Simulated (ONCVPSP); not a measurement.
Before and after: ONCV potential for Te (Z = 52)

```json
{
 "Element": "tellurium",
 "Generator": "ONCVPSP 4.0.1",
 "Type": "optimised norm-conserving Vanderbilt (ONCV)",
 "Functional": "PBE",
 "Relativity": "scalar-relativistic",
 "Frozen core": "[Ar] 3d10",
 "Valence charge": "24",
 "Reference configuration": "4s2 4p6 4d10 5s2 5p3 (charge +1)",
 "Partial waves": "4s+5s: rc 1.15 bohr, ncon 3, nbas 7, qcut 10.7 1/bohr, 2 projectors; 4p+5p: rc 1.25 bohr, ncon 3, nbas 6, qcut 13.6 1/bohr, 2 projectors; 4d: rc 0.90 bohr, ncon 5, nbas 8, qcut 11.1 1/bohr, 2 projectors, debl 3.7 Ha",
 "Local potential": "polynomial inside 0.65 bohr (lpopt 5, dvloc0 4 Ha)",
 "Core correction": "polynomial model core, fcfact 0.65"
}
```

Change: s: qcut 8.1; p: qcut 10.3; d: qcut 8.4.

Cutoffs: the cutoffs (Ha) at which the residual kinetic energy of the hardest occupied pseudo-wave falls to 1 and 0.1 mHa per electron; they do not see the model core or the augmentation charge, which bear on the density cutoff. Errors are all-electron minus pseudo energies relative to the spin-unpolarised reference configuration.

**Question.** Predict the effect on cutoff, ghosts and configuration errors.

**Answer.** The potential gets harder (58 Ha and 207 Ha → 202 Ha and 262 Ha); a bound ghost appears in s, which as a rule spoils a file; the lowest positive-energy flag moves from s at 1.7 eV to none; of the 4 tests that both files solve, the error grows in 1 and shrinks in 0 by more than 15 % and 0.3 meV (median size 3.0 → 4.4 meV).

```tsv
quantity	base	changed
cutoff, loose	58 Ha	202 Ha
cutoff, tight	207 Ha	262 Ha
loose cutoff by channel	s 43 Ha, p 48 Ha, d 58 Ha	s 31 Ha, p 26 Ha, d 202 Ha
bound ghosts	none	s
GHOST(+) flags under 300 eV	s at 1.7 eV	none
error for 4s2 4p6 4d10 5s2 5p4, meV [ΔE -9.73 eV]	+2.0	+2.0
error for 4s2 4p6 4d10 5s2 5p2, meV [ΔE 17.93 eV]	-4.0	-3.8
error for 4s2 4p6 4d10 5s2 5p1, meV [ΔE 44.82 eV]	-10	-9.4
error for 4s2 4p6 4d10 5s0 5p6, meV [ΔE 8.97 eV]	-0.7	-5.0
s: phases at 1.17 bohr within 0.05 rad from the reference energy up to (Ha; the scan ends near 5)	to the end of the scan	to the end of the scan
p: phases at 1.27 bohr within 0.05 rad from the reference energy up to (Ha; the scan ends near 5)	to the end of the scan	to the end of the scan
d: phases at 0.91 bohr within 0.05 rad from the reference energy up to (Ha; the scan ends near 5)	to the end of the scan	to the end of the scan
rms error of d²Exc/dni dnj with the model core, mHa	0.71	1.49
```

 A true bound ghost makes a file unfit for plane-wave use even where its test errors are small: the radial tests pick states by their node count and pass the ghost by.
